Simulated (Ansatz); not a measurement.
H3Ga, charge -1, doublet, geometry from GFN2-xTB (such geometries of metal compounds can be far from the true shape) (a state made from the parent by changing its charge; the spin is typed, not shown lowest) (a gas-phase anion, which may not be bound at this level), atoms displaced at random by about 0.05 Å a coordinate. Base run: PBE/6-31G* (Ansatz, an electronic-structure program).

Ansatz was given this input:
Ansatz 0.2 input:
```yaml
crystal:
  periodic: [false, false, false]
  atoms:
    - {symbol: Ga, position_ang: [0.08559574, 0.01299435, 0.01756448]}
    - {symbol: H, position_ang: [0.51922353, -0.32088598, 0.97805000]}
    - {symbol: H, position_ang: [-0.19376615, 1.06876756, -0.24358237]}
    - {symbol: H, position_ang: [-0.22497526, -0.78934730, -0.76919576]}
basis:
  gaussian:
    orbitals: 6-31G*
hamiltonian:
  xc: pbe
total_charge: -1
magnetization: {spin_polarized: true, initial_magnetization: 1}
relax: {}
```

Variants of this job, named by their change:

| change | ΔE vs base (kJ/mol) | optimiser steps | core-seconds (rough) |
|---|---|---|---|
| base | 0.00 | 6 | 8 |
| relax = escape_saddle: false | 0.00 | 6 | 7 |
| relax = f_tol: 0.05 | 0.00 | 6 | 8 |
| relax = f_tol: 0.002 | 0.00 | 7 | 10 |
| relax = f_tol: 0.0005 | 0.00 | 7 | 9 |
| relax = max_displacement: 0.02 | 0.00 | 36 | 30 |
| relax = max_displacement: 0.5 | 0.00 | 8 | 10 |

A gas-phase anion may not be bound at this level; its values then depend on the basis.
